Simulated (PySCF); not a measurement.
C₆H₁₄O₂S₂.
Atom-mapped SMILES: `[CH3:1][CH2:2][C@@H:3]([CH3:4])[S:5][CH2:6][S:7]([CH3:8])(=[O:9])=[O:10]` (hydrogens: H11, H12, H13 on C1; H14, H15 on C2; H16 on C3; H17, H18, H19 on C4; H20, H21 on C6; H22, H23, H24 on C8)

Computed with PySCF, PBE0-D3(BJ)/def2-SVP geometry optimisation, gas phase.

**Question.** What internal coordinates does the optimisation give?

**Answer.** 
```csv
bond,length (Å),order
C1–C2,1.518,single
C2–C3,1.524,single
C3–C4,1.519,single
C3–S5,1.846,single
S5–C6,1.791,single
C6–S7,1.810,single
S7–C8,1.781,single
S7=O9,1.460,double
S7=O10,1.465,double
"C1–H11, C1–H12, C1–H13",1.101,single
C2–H14,1.104,single
C2–H15,1.104,single
C3–H16,1.100,single
"C4–H17, C4–H18, C4–H19",1.101,single
C6–H20,1.100,single
C6–H21,1.101,single
"C8–H22, C8–H23, C8–H24",1.097,single
```

Bonds in one row agree within 0.01 Å and their mean is given. Orders are formal, as drawn. A selection of angles:
```csv
angle,degrees
C1–C2–C3,114.7
C2–C3–C4,113.1
C2–C3–S5,111.1
C4–C3–S5,108.2
C3–S5–C6,101.8
S5–C6–S7,115.4
C6–S7–C8,104.6
C6–S7–O9,106.5
C6–S7–O10,108.1
C8–S7–O9,108.7
C8–S7–O10,107.6
O9–S7–O10,120.2
```

Dihedral angles: C1–C2–C3–C4 176° (antiperiplanar); C2–C3–S5–C6 103° (anticlinal); C3–S5–C6–S7 74° (synclinal); S5–C6–S7–C8 58° (synclinal).

The 4 C–S bonds span 1.781 Å (S7–C8, drawn single) to 1.846 Å (C3–S5, drawn single), a spread of 0.065 Å. S7 (sulfonyl sulfur) is distorted tetrahedral (angles from 104.6° to 120.2°). Of the pairs four or more bonds apart, O10···H16 is among the closest relative to their van der Waals radii: 2.28 Å, 84 % of the sum of Bondi's values.

Point group: C1 (no symmetry element, even within 0.4 Å). Not checked by PBE0-D3(BJ)/def2-SVP frequencies. The numbers are those of one conformer.
